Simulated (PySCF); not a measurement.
Compound: C5H7NOSi2.
InChI=1S/C5H7NOSi2/c6-3-5-1-2-9(4-5)7-8/h1-2,4,9H,8H3/t9-/m0/s1

The calculation used PBE0/pcSseg-1 in PySCF (dipole) on a GFN2-xTB geometry, gas phase.

Masses are those of the commonest isotopes; rigid-rotor values at the optimised geometry. 

(1) What are A, B and C (MHz)?

(2) What kind of rotor is it?

(3) What does the inertial defect say?

(4) Give the coordinates in the principal-axis frame, origin at the centre of mass.

(5) Where do the levels up to J = 5 lie, in cm⁻¹?

(6) Which types of transition are allowed, and where do some lines up to J = 3 fall?

(7) Estimate the classical rotational partition function at 10 K, 298.15 K and 500 K.

Results:

(1) Ia = 178.23, Ib = 901.72, Ic = 963.26 u·Å²; 505379 MHz·u·Å²/I gives A = 2836, B = 560.5, C = 524.7 MHz.

(2) A near-prolate asymmetric top: κ = (2 × 560.5 − 2836 − 524.7)/(2836 − 524.7) = -0.97.

(3) Not planar: Δ = Ic − Ia − Ib = -116.69 u·Å². For a rigid frame Δ = −2 Σ m c², so Σ m c² = 58.34 u·Å² lies off the ab plane: 13.19 from hydrogen and 45.15 from heavier atoms. The atom farthest from that plane is 2.03 Å away.

(4) The sense of each axis is arbitrary; atoms in the order of the calculation.
| atom | mass (u) | a (Å) | b (Å) | c (Å) |
| --- | --- | --- | --- | --- |
| N1 | 14.003 | -4.131 | 1.118 | 0.267 |
| C2 | 12.000 | -3.094 | 0.643 | 0.140 |
| C3 | 12.000 | -1.824 | 0.050 | -0.016 |
| C4 | 12.000 | -0.865 | 0.535 | -0.828 |
| Si5 | 27.977 | 0.627 | -0.627 | -0.770 |
| O6 | 15.995 | 2.001 | 0.073 | -0.301 |
| Si7 | 27.977 | 3.231 | 0.754 | 0.518 |
| C8 | 12.000 | -0.269 | -1.658 | 0.539 |
| C9 | 12.000 | -1.491 | -1.163 | 0.744 |
| H10 | 1.008 | -1.023 | 1.420 | -1.422 |
| H11 | 1.008 | 0.912 | -1.304 | -2.030 |
| H12 | 1.008 | 3.748 | 1.786 | -0.376 |
| H13 | 1.008 | 2.699 | 1.301 | 1.764 |
| H14 | 1.008 | 4.189 | -0.324 | 0.754 |
| H15 | 1.008 | 0.076 | -2.542 | 1.048 |
| H16 | 1.008 | -2.225 | -1.573 | 1.423 |

(5) Above 0(0,0):
J = 1: 1(0,1) 0.0362, 1(1,1) 0.1121, 1(1,0) 0.1133
J = 2: 2(0,2) 0.1086, 2(1,2) 0.1833, 2(1,1) 0.1869, 2(2,1) 0.4145, 2(2,0) 0.4145
J = 3: 3(0,3) 0.2171, 3(1,3) 0.2901, 3(1,2) 0.2972, 3(2,2) 0.5231, 3(2,1) 0.5232, 3(3,1) 0.9055, 3(3,0) 0.9055
J = 4: 4(0,4) 0.3617, 4(1,4) 0.4324, 4(1,3) 0.4444, 4(2,3) 0.6679, 4(2,2) 0.6681, 4(3,2) 1.0504, 4(3,1) 1.0504, 4(4,1) 1.5857, 4(4,0) 1.5857
J = 5: 5(0,5) 0.5424, 5(1,5) 0.6104, 5(1,4) 0.6283, 5(2,4) 0.8488, 5(2,3) 0.8493, 5(3,3) 1.2314, 5(3,2) 1.2314, 5(4,2) 1.7667, 5(4,1) 1.7667, 5(5,1) 2.4551, 5(5,0) 2.4551
The levels of one J sum to (2J + 1)J(J + 1)(A + B + C)/3.

(6) The dipole components are |μa| = 4.16 D, |μb| = 1.41 D, |μc| = 0.02 D. The squared components, which scale the intensities, stand as 1.00 : 0.12 : 0.00 (a : b : c). Some lines, for components of 0.1 D or more:

| type | branch | J(Ka,Kc) | MHz | lower level (cm⁻¹) |
| --- | --- | --- | --- | --- |
| a | R | 1(0,1) ← 0(0,0) | 1085 | 0.000 |
| a | R | 2(0,2) ← 1(0,1) | 2170 | 0.036 |
| a | R | 2(1,1) ← 1(1,0) | 2206 | 0.113 |
| b | Q | 1(1,0) ← 1(0,1) | 2311 | 0.036 |
| b | Q | 2(1,1) ← 2(0,2) | 2347 | 0.109 |
| b | Q | 3(1,2) ← 3(0,3) | 2402 | 0.217 |
| a | R | 3(1,3) ← 2(1,2) | 3201 | 0.183 |
| a | R | 3(0,3) ← 2(0,2) | 3254 | 0.109 |
| a | R | 3(2,2) ← 2(2,1) | 3255 | 0.415 |
| a | R | 3(2,1) ← 2(2,0) | 3257 | 0.415 |
| b | R | 3(1,3) ← 2(0,2) | 5441 | 0.109 |
| b | Q | 3(2,1) ← 3(1,2) | 6774 | 0.297 |
| b | Q | 2(2,1) ← 2(1,2) | 6933 | 0.183 |
| b | Q | 3(2,2) ← 3(1,3) | 6987 | 0.290 |
| b | R | 3(2,2) ← 2(1,1) | 10080 | 0.187 |
| b | R | 3(2,1) ← 2(1,2) | 10190 | 0.183 |
| b | Q | 3(3,1) ← 3(2,2) | 11465 | 0.523 |

(7) Point group C1, symmetry number σ = 1; q = (√π/σ)·√((kT/h)³/(ABC)), k/h = 20836.6 MHz/K: 5840 at 10 K, 950000 at 298.15 K, 2060000 at 500 K.

Stationary, but not proved a minimum. These are rigid-rotor constants of the computed structure; measured ground-state constants (B0) also hold zero-point vibration. A rigid rotor knows nothing of internal rotation, which can split or shift real lines. Quadrupole hyperfine structure (14N) is left out.
